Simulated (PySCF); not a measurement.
4-thiophen-2-ylbenzaldehyde (C11H8OS), SMILES O=Cc1ccc(-c2cccs2)cc1. Atoms are numbered in the order given.

```xyz
21

O      4.9000     0.6142     0.4558
C      4.1901     0.1495    -0.4077
C      2.7159     0.0645    -0.3325
C      1.9793    -0.4928    -1.3881
C      0.5930    -0.5741    -1.3204
C     -0.1037    -0.0989    -0.1895
C     -1.5636    -0.1867    -0.1221
C     -2.4433    -0.7074    -1.0545
C     -3.8066    -0.6288    -0.6567
C     -3.9628    -0.0481     0.5784
S     -2.4480     0.4082     1.2667
C      0.6498     0.4603     0.8675
C      2.0329     0.5413     0.7988
H      4.6283    -0.2612    -1.3555
H      2.5040    -0.8662    -2.2724
H      0.0425    -1.0108    -2.1542
H     -2.1222    -1.1374    -2.0029
H     -4.6395    -0.9884    -1.2619
H     -4.8865     0.1376     1.1240
H      0.1370     0.8359     1.7559
H      2.6166     0.9732     1.6143
```
Charge 0, spin multiplicity 1.

Coordinates come from a B3LYP-D3(BJ)/def2-SVP optimisation. Other conformers were not sampled.

Level of theory: KT2/pcSseg-1 (PySCF).

GIAO shieldings, no solvent; atoms listed in one row are averaged. δ = σ(ref) − σ: ¹⁷O against H2O (σ = 330.4 ppm); ¹³C against TMS (σ = 185.1 ppm); ³³S against H2S (σ = 723.0 ppm); ¹H against TMS (σ = 31.47 ppm), references at their B3LYP-D3(BJ)/def2-TZVP geometries, non-relativistic.

```
nucleus  atoms  count  δ (ppm)
-------  -----  -----  -------
¹⁷O         O1      1    603.8
¹³C         C2      1    180.3
¹³C         C7      1    143.8
¹³C         C6      1    135.2
¹³C         C3      1    131.1
¹³C         C4      1    130.1
¹³C        C10      1    126.7
¹³C         C9      1    126.1
¹³C        C13      1    125.0
¹³C        C12      1    122.6
¹³C         C8      1    120.5
¹³C         C5      1    119.6
³³S        S11      1    422.9
¹H         H14      1     9.89
¹H         H21      1     8.20
¹H         H16      1     7.95
¹H         H20      1     7.85
¹H         H17      1     7.82
¹H         H15      1     7.51
¹H         H19      1     7.34
¹H         H18      1     7.34
```
